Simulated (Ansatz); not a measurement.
System: C₂ClF₂ (charge 0, doublet). It need not be the lowest isomer of its formula. 
Geometry from a B3LYP-D3(BJ)/def2-TZVP (Ansatz, a quantum-chemistry and plane-wave program) optimisation:
SMILES: FC(F)=[C]Cl
```xyz
5

C      0.4643    -0.4824     0.0166
C     -0.8287    -0.2963     0.0617
F     -1.7111    -1.2730     0.1796
F     -1.4431     0.8795    -0.0027
Cl     1.7985     0.4831    -0.1213
```
Charge 0, spin multiplicity 2.

Atomisation energy built up term by term with Ansatz (kcal/mol; UHF references for open shells; valence terms freeze the core; atomic spin-orbit terms are left out). CBS(X,Y): correlation extrapolated as X^-3; Hartree-Fock from the larger set.

The UHF reference is spin-contaminated (<S^2> 0.18 over the pure value in the largest basis). 

| term | basis | kcal/mol |
|---|---|---|
| Hartree-Fock | cc-pV(Q+d)Z | [?] |
| CCSD correlation | CBS(cc-pV(T+d)Z,cc-pV(Q+d)Z) | 139.79 |
| (T) | CBS(cc-pV(T+d)Z,cc-pV(Q+d)Z) | [?] |
| core correlation | cc-pwCVTZ | 2.51 |
| scalar relativity (X2C) | cc-pVTZ-DK against cc-pVTZ | -0.88 |
| sum: De |  | [?] |

Task: Complete the blanks.

Result: 
- Hartree-Fock, kcal/mol: 281.08
- (T), kcal/mol: 15.77
- sum: De, kcal/mol: 438.3
